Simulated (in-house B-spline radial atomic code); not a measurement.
**RPA and G0W0 on B3LYP (VWN-RPA): Ge4+**

Configuration [Ar] 3d10, mean-field start B3LYP (VWN-RPA). Computed with a B-spline radial code for spherical atoms: all electrons, scalar-relativistic (spin-free one-electron X2C), finite nucleus, each spin shell either full or empty, empty states to l = 9 with an (l + 1/2)⁻⁴ tail; G0W0 by contour deformation at full frequency.

Command:
```bash
python run_gw.py task.json out
```
Settings (radii: box in bohr, nucleus in fm):
```
Z                        32
electrons                28
configuration            [Ar] 3d10
hamiltonian              x2c
method                   b3lyp
lmax                     9
rms_radius               4.0742
spin_polarised           False
box_radius               11.96
intervals                68
```

Cost of the run: 2.7 s on 1 thread of Arm Neoverse N1, on a shared host.

Energies (hartree):

```
                                     term        value
                         mean-field total  -2094.98991
Hartree-Fock functional on these orbitals  -2093.44322
                      direct second order      -2.4532
                    second-order exchange      0.71032
                         SOSEX correction      0.65193
```

(1) What is the RPA correlation energy, and what remains with SOSEX?

Quasi-particle levels (eV):

```tsv
level	occupied	mean field	Σx - vxc	Σc	QP weight	G0W0
3d	yes	-81.29	-12.01	?	?	?
4s	no	-51.39	6.86	-1.40	0.988	-45.93
```

G0W0 = mean field + (Σx - vxc) + Σc, with Σc (partial-wave tail included) taken at the quasi-particle energy. Only the outer levels were computed. Levels of low weight are left out.

(2) Where does G0W0 put 3d?

Answers

(1) RPA gives -2.111 hartree (-2.05 eV per electron); RPA + SOSEX gives -1.4591, and the second-order doubles -1.7428 hartree (no singles). RPA lacks exchange-type terms and so overcorrelates at short range.

(2) At -90.98 eV, with Σc = 2.32 eV and a quasi-particle weight of 0.945. The tabulated removal energy is 90.5 ± 0.019 eV (NIST, measured); the calculation leaves out spin-orbit coupling, Breit and QED terms, and what these don't explain is the method's own error.
